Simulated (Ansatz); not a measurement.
Gas-phase reaction in SMILES: O[Si](O)(O)[SiH3] -> [OH] (HO) + O[Si](O)[SiH3] (the O-Si bond at the site shown breaks; other sites are not compared here)
Geometries: B3LYP-D3(BJ)/def2-TZVP minima from Ansatz (an electronic-structure program), one conformer each, not searched for the lowest.

Quantity: bond dissociation energy (electronic energy difference), in eV. Valence correlation only, unless marked. Open shells are spin-unrestricted. Spin-orbit coupling is left out. Non-relativistic. CBS marks a two-point X^-3 extrapolation of the correlation energy; Hartree-Fock from the larger set.

```tsv
level	program	bond dissociation energy (eV)
revPBE/def2-TZVPD	Ansatz	5.30
B97M-V/def2-TZVPD	Ansatz	[?]
PBE-QIDH/def2-TZVPD	Ansatz	[?]
RPA@PBE/cc-pV(Q+d)Z	Ansatz	5.57
SCS-MP2/cc-pV(D+d)Z	Ansatz	5.66
CCSD(T)/CBS(aug-cc-pV(T+d)Z,aug-cc-pV(Q+d)Z)	Ansatz	[?]
```

Problem. Fill in the missing entries.

Solution. 
- B97M-V/def2-TZVPD, bond dissociation energy (eV): 5.75
- PBE-QIDH/def2-TZVPD, bond dissociation energy (eV): 5.82
- CCSD(T)/CBS(aug-cc-pV(T+d)Z,aug-cc-pV(Q+d)Z), bond dissociation energy (eV): 5.99
